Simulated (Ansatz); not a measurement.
```yaml
crystal:
  periodic: [false, false, false]
  atoms:
    - {symbol: Li, position_ang: [-2.116150, -1.401866, -1.161098]}
    - {symbol: Li, position_ang: [0.669585, -2.652579, -0.010675]}
    - {symbol: Li, position_ang: [0.905724, 2.452778, 0.709142]}
    - {symbol: Li, position_ang: [-0.558050, -0.139328, 1.143480]}
    - {symbol: Li, position_ang: [0.530820, 0.178915, -1.149339]}
    - {symbol: Li, position_ang: [2.509243, -0.278778, 1.098114]}
    - {symbol: Li, position_ang: [-1.964906, 1.819435, -0.640000]}
basis:
  gaussian: {orbitals: STO-3G}
total_charge: 1
hamiltonian: {xc: {name: r2SCAN50}}
output: {forces: true}
```

```sh
$ ansatz run in.yaml --threads 4 --pin off --events-out ev --progress --plain --max-ram 3916MiB
```

It prints (some lines left out):

```
Functional definition: r2SCAN50
422 factors; integrals over basis functions are off by at most 3.6e-4 eV
mean field evaluation 1: about -1405.5784 eV, gradient 6.9e0 eV
mean field evaluation 2: about -1405.9459 eV, gradient 2.2e0 eV
mean field evaluation 4: about -1405.9979 eV, gradient 2.4e-1 eV
mean field evaluation 8: about -1406.0586 eV, gradient 2.4e-2 eV
mean field -1406.05864564 eV, -51.6717021665 hartree, gradient 6.6e-5 eV, S^2 0.000000; 0 other end points of the search recorded, 0 dependent functions left out
reference -1406.05865501 eV, -51.6717025108 hartree; 10, 10 occupied and 25, 25 virtual orbitals, 422 factors
Total energy: -1406.05865501 eV, -51.6717025108 hartree
Atom 0 at    -2.116150    -1.401866    -1.161098 Å, force     0.104751     0.067207     0.056878 eV/Å
Atom 1 at     0.669585    -2.652579    -0.010675 Å, force    -0.042392     0.073288    -0.023601 eV/Å
Atom 2 at     0.905724     2.452778     0.709142 Å, force    -0.033501     0.008584     0.004787 eV/Å
Atom 3 at    -0.558050    -0.139328     1.143480 Å, force     0.106159    -0.010607    -0.173524 eV/Å
Atom 4 at     0.530820     0.178915    -1.149339 Å, force    -0.111828    -0.095608     0.154649 eV/Å
Atom 5 at     2.509243    -0.278778     1.098114 Å, force    -0.074188     0.001807    -0.020994 eV/Å
Atom 6 at    -1.964906     1.819435    -0.640000 Å, force     0.051000    -0.044671     0.001806 eV/Å
Dipole moment:    -0.013925    -0.026196    -0.009759 e Å
```

Run time 1.4 s (4 threads of Arm Neoverse V1 on a shared host).

The restricted singlet is unstable towards broken spin symmetry in Hartree–Fock (as tested in another run); at RKS r2SCAN50/STO-3G this wasn't settled.

The dipole of an ion depends on the origin.
